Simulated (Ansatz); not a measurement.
Molecule: C2H6BS, net charge 0, doublet state. It need not be the lowest isomer of its formula. SMILES: C[B]SC
Structure (B3LYP-D3(BJ)/def2-TZVP (Ansatz, a quantum-chemistry and plane-wave program) minimum search):
```xyz
10

C      2.3523    -0.3325     0.2090
B      0.8287    -0.2561     0.4874
S     -0.4784     0.2401    -0.5555
C     -1.9951     0.0673     0.4616
H      2.7124    -1.3538     0.3668
H      2.6409    -0.0230    -0.8014
H      2.8972     0.2916     0.9238
H     -1.9347     0.7190     1.3289
H     -2.1141    -0.9660     0.7754
H     -2.8345     0.3629    -0.1656
```
Charge 0, spin multiplicity 2.

Computed values are from Ansatz. Valence correlation only, unless marked. UHF or UKS for open shells. No spin-orbit coupling. Non-relativistic. Basis-set limits of correlation are two-point, X^-3; Hartree-Fock from the larger set.

```
Quantity                                                                      Result
---------------------  -------------------------------------------------------------
atomisation energy De  3616.9 kJ/mol at CCSD(T)/CBS(aug-cc-pV(T+d)Z,aug-cc-pV(Q+d)Z)
total energy            -502.2334 Eh at CCSD(T)/CBS(aug-cc-pV(T+d)Z,aug-cc-pV(Q+d)Z)
dipole moment                                      0.74 D at CCSD(T)/aug-cc-pV(D+d)Z
T1 diagnostic                                          0.015 at CCSD/aug-cc-pV(Q+d)Z
```
